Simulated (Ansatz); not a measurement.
Total energies of `C[N]=[Mo]([F])([F])([F])[O]C`.

```xyz
14

C    -1.9850   -1.2606    0.4330
N    -0.6232   -0.9089    0.5727
Mo    1.0012   -0.4829    0.6582
F     1.5348   -0.9595   -1.0863
F     1.9424   -2.0194    1.1501
F     1.2334    0.0976    2.4113
O     1.1234    1.2538    0.0467
C     0.7668    1.9495   -1.1131
H    -2.1800   -1.5726   -0.5976
H    -2.2280   -2.0867    1.1070
H    -2.6222   -0.4046    0.6735
H     1.0925    1.3792   -1.9895
H    -0.3175    2.0920   -1.1568
H     1.2612    2.9231   -1.1091
```

The species carries charge 0 and has multiplicity 1. Correlated methods include outer-core shells of Mo, which these sets cover unevenly. Mo: def2 effective core potential. The structure was optimised at the PBE0-D4/def2-TZVP level. It is one conformer, not always the lowest. Basis def2-TZVPP, Ansatz 0.2.0.

```json
{"functional": "LDA (SPW92)", "kind": "LDA", "energy without D4 (Eh)": "-574.24630", "D4 term (kJ/mol)": "–"}
{"functional": "PBE", "kind": "GGA", "energy without D4 (Eh)": "-577.47145", "D4 term (kJ/mol)": "-31.9"}
{"functional": "revPBE", "kind": "GGA", "energy without D4 (Eh)": "-577.85725", "D4 term (kJ/mol)": "-94.4"}
{"functional": "BLYP", "kind": "GGA", "energy without D4 (Eh)": "-577.86838", "D4 term (kJ/mol)": "-68.7"}
{"functional": "r2SCAN", "kind": "meta-GGA", "energy without D4 (Eh)": "-577.77205", "D4 term (kJ/mol)": "-8.5"}
{"functional": "B97M-V", "kind": "meta-GGA with VV10", "energy without D4 (Eh)": "-577.82603", "D4 term (kJ/mol)": "–"}
{"functional": "B3LYP", "kind": "global hybrid, 20 %", "energy without D4 (Eh)": "-577.97694", "D4 term (kJ/mol)": "-50.8"}
{"functional": "r2SCANh", "kind": "meta-GGA hybrid, 10 %", "energy without D4 (Eh)": "-577.70730", "D4 term (kJ/mol)": "-9.0"}
{"functional": "BHLYP", "kind": "global hybrid, 50 %", "energy without D4 (Eh)": "-577.55994", "D4 term (kJ/mol)": "-39.1"}
{"functional": "CAM-B3LYP", "kind": "range-separated hybrid", "energy without D4 (Eh)": "-577.73675", "D4 term (kJ/mol)": "-27.7"}
{"functional": "LC-ωPBE", "kind": "long-range corrected hybrid", "energy without D4 (Eh)": "-577.65391", "D4 term (kJ/mol)": "–"}
{"functional": "ωB97X-V", "kind": "range-separated hybrid GGA with VV10", "energy without D4 (Eh)": "-577.72390", "D4 term (kJ/mol)": "–"}
{"functional": "B2PLYP", "kind": "double hybrid", "energy without D4 (Eh)": "-577.55091", "D4 term (kJ/mol)": "–"}
{"functional": "PBE-QIDH", "kind": "double hybrid", "energy without D4 (Eh)": "-577.27453", "D4 term (kJ/mol)": "–"}
```

Problem. Give the same for PBE0, r2SCAN0, HSE06 (plane-wave form), ωB97M-V. (An estimate is asked.)

Solution. The calculation gave: 
```tsv
functional	kind	energy without D4 (Eh)	D4 term (kJ/mol)
PBE0	global hybrid, 25 % exact exchange	-577.40144	-27.3
r2SCAN0	meta-GGA hybrid, 25 %	-577.61366	-9.9
HSE06 (plane-wave form)	screened hybrid	-577.37839	-25.5
ωB97M-V	range-separated hybrid meta-GGA with VV10	-577.68117	–
```

B3LYP takes the VWN-RPA correlation (the form of Gaussian; ORCA's B3LYP/G). HSE06 is the plane-wave form, built on full-range PBE exchange. The double hybrids freeze the cores in their second-order part.

LC-ωPBE has ω = 0.4 bohr⁻¹.
